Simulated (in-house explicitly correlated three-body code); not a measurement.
Values are calculated unless marked as measured or tabulated.
## Two electrons around a charge Z: functional-driven and density-driven errors

The exact non-relativistic ground state comes from a variational code in 260 exponentially correlated functions, the Kohn-Sham parts from inverting its density (past Z = 6 the correlation energy is taken as exact minus Hartree-Fock, equal to within microhartrees), and self-consistent runs (Hartree-Fock is restricted) from a B-spline radial code. Z may be fractional; the second electron is bound down to Z = 0.911.

The total error of a self-consistent run is the error on the exact density (functional-driven) plus the energy gained by relaxing to the functional's own density (density-driven, never positive). «Unbound» marks a run whose level isn't bound or that didn't converge.

```tsv
Z	TPSS functional (mEh)	TPSS density (mEh)	RPBE functional (mEh)	RPBE density (mEh)	M06-L functional (mEh)	M06-L density (mEh)
1	-2.01	unbound	-6.53	unbound	+2.50	unbound
1.05	-2.59	unbound	-6.63	unbound	+1.58	unbound
1.175	?	?	?	?	?	?
1.195	?	?	?	?	?	?
1.295	-4.13	-0.28	-6.78	-0.85	-1.86	-2.30
1.46	-4.69	-0.25	-6.69	-0.90	-3.89	-2.31
1.56	-4.95	-0.24	-6.59	-0.94	-5.07	-2.28
1.58	-4.99	-0.24	-6.57	-0.94	-5.30	-2.28
1.8	-5.41	-0.25	-6.28	-1.01	-7.80	-2.26
1.92	-5.58	-0.25	-6.09	-1.04	-9.13	-2.28
1.98	-5.66	-0.26	-5.99	-1.06	-9.79	-2.28
2.18	-5.87	-0.26	-5.62	-1.10	-11.97	-2.30
```

(1) What belongs in the row Z = 1.175?

(2) What belongs in the row Z = 1.195?

(3) Which part of the error is larger?

Answers

(1) TPSS functional (mEh): -3.54; TPSS density (mEh): unbound; RPBE functional (mEh): -6.76; RPBE density (mEh): unbound; M06-L functional (mEh): -0.28; M06-L density (mEh): unbound.

(2) TPSS functional (mEh): -3.65; TPSS density (mEh): unbound; RPBE functional (mEh): -6.77; RPBE density (mEh): unbound; M06-L functional (mEh): -0.56; M06-L density (mEh): unbound.

(3) TPSS: functional-driven -5.87, density-driven -0.26 mEh at Z = 2.18; RPBE: functional-driven -5.62, density-driven -1.10 mEh at Z = 2.18; M06-L: functional-driven -11.97, density-driven -2.30 mEh at Z = 2.18. The density-driven part is second order in the error of the density, so it stays small unless the second electron is loosely bound.
